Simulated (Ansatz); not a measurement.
One change: `FCC1=CC1` becomes `IC1=CC1`.

Ansatz, PBE0-D4/def2-TZVP geometries, multiplicity 1. Each molecule was computed in one conformer, which needn't be the lowest.

Elements past krypton have def2 core potentials.

| property | `FCC1=CC1` |
| --- | --- |
| HOMO energy (PBE/def2-TZVPP) / eV | -6.04 |
| ideal-gas entropy at 298 K and 1 bar (rigid rotor, harmonic PBE0-D4/def2-TZVP) / J/(mol·K) | 305 |
| HOMO–LUMO gap (PBE0/def2-TZVPP) / eV | 7.36 |
| HOMO energy (B3LYP/def2-TZVPP) / eV | -6.99 |
| LUMO energy (PBE/def2-TZVPP) / eV | -0.89 |
| LUMO energy (B3LYP/def2-TZVPP) / eV | -0.09 |

Problem. What does the change do to each property? (Estimate.)

Solution. Computed: 
```json
{"property": "HOMO energy (PBE/def2-TZVPP) / eV", "`IC1=CC1`": "-5.90", "shift": "0.14"}
{"property": "ideal-gas entropy at 298 K and 1 bar (rigid rotor, harmonic PBE0-D4/def2-TZVP) / J/(mol·K)", "`IC1=CC1`": "302", "shift": "-3"}
{"property": "HOMO–LUMO gap (PBE0/def2-TZVPP) / eV", "`IC1=CC1`": "6.20", "shift": "-1.16"}
{"property": "HOMO energy (B3LYP/def2-TZVPP) / eV", "`IC1=CC1`": "-6.76", "shift": "0.23"}
{"property": "LUMO energy (PBE/def2-TZVPP) / eV", "`IC1=CC1`": "-1.69", "shift": "-0.80"}
{"property": "LUMO energy (B3LYP/def2-TZVPP) / eV", "`IC1=CC1`": "-1.03", "shift": "-0.94"}
```

With PBE0 the HOMO rises by 0.21 eV and the LUMO falls by 0.94 eV, so the gap narrows by about 1.15 eV. PBE moves the HOMO by 0.14 eV and ωB97M-V by 0.34 eV. The zero-point energy changes by -80.9 kJ/mol with -9 modes.

B3LYP here is the variant with VWN-RPA as its local correlation; programs differ in this.

Spin–orbit coupling is left out; it splits and shifts lone-pair levels of the heavy atoms by tenths of an eV.
